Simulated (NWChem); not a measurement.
A series in which one site is exchanged, each optimised at PBE0/def2-SVP with NWChem, gas phase unless a solvent is named. Some are not confirmed as minima by frequencies. def2 effective core potentials on Cd, Te; no spin-orbit coupling.

A: [SiH3][ZnH] (ZnSiH₄; site = Zn)
B: [BeH][SiH3] (BeSiH$_{4}$; site = Be)
C: [SiH3][CdH] (CdSiH4; site = Cd)
D: [SiH3][TeH] (SiH$_{4}$Te; site = Te)

Rank them by orbital gap (eV), PBE0/def2-SVP, lowest first.

D (5.86), C (6.08), B (6.51), A (7.11)
